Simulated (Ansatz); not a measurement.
Born–Oppenheimer molecular dynamics of ClGeH7Si (10 atoms, charge 0, multiplicity 1). It starts at the highest image of a converged band. Of that band: Neighbouring images differ by up to 1.6 eV, so the band resolves the path poorly. A vibrational analysis at the climbing image gives one clearly imaginary mode, 873i cm⁻¹: a first-order saddle point.

Theory: Ansatz 0.2.0, RKS PBE0/def2-SVP.

| Property | Result |
| --- | --- |
| ensemble | NVE (velocity Verlet) |
| time step | 0.5 fs |
| steps asked | 200 |
| starting velocities drawn for | 300 K |
| seed | 9432 |

First frame:

```xyz
10
Properties=species:S:1:pos:R:3
Ge -0.169 -0.060 -0.016
Cl 0.359 -0.862 2.471
H 0.838 1.057 0.240
H -1.143 0.462 -1.129
H 0.276 -1.454 -0.448
Si -2.638 0.210 1.055
H -3.283 -0.676 0.047
H -3.182 -0.039 2.421
H -2.746 1.648 0.685
H -1.062 -0.286 1.541
```

Task: How far do the bonds stretch over the last three quarters of this one trajectory? (Pairs bonded in most of those frames.)

Result: 
| bond | mean (Å) | spread (Å) | shortest | longest |
| --- | --- | --- | --- | --- |
| Ge1–H3 | 1.543 | 0.023 | 1.50 | 1.58 |
| Ge1–H4 | 1.550 | 0.031 | 1.50 | 1.60 |
| Ge1–H5 | 1.541 | 0.020 | 1.51 | 1.57 |
| Ge1–Si6 | 2.376 | 0.131 | 2.20 | 2.61 |
| Cl2–H10 | 1.307 | 0.070 | 1.21 | 1.41 |
| Si6–H7 | 1.504 | 0.049 | 1.43 | 1.58 |
| Si6–H8 | 1.504 | 0.037 | 1.45 | 1.58 |
| Si6–H9 | 1.502 | 0.050 | 1.43 | 1.57 |

Mean temperature of the second half: 1648 K. The conserved energy stayed within 0.27 meV per atom of its start (net change -0.091 meV per atom), so the integration is sound. The kinetic energy rose, since the run started high on the potential surface and went downhill. It ends in pieces (ClH + GeH6Si), so much of that is their flight and rotation, not heat. A run of 0.1 ps of so small a system gives no equilibrium averages. The orbitals stay closed-shell, which can raise the energy where a bond breaks towards radicals; this wasn't checked here.

The run took 10 min on 2 threads of Intel(R) Xeon(R) Platinum 8259CL CPU @ 2.50GHz (Skylake/Cascade Lake) (shared host), peak memory 0.27 GiB.
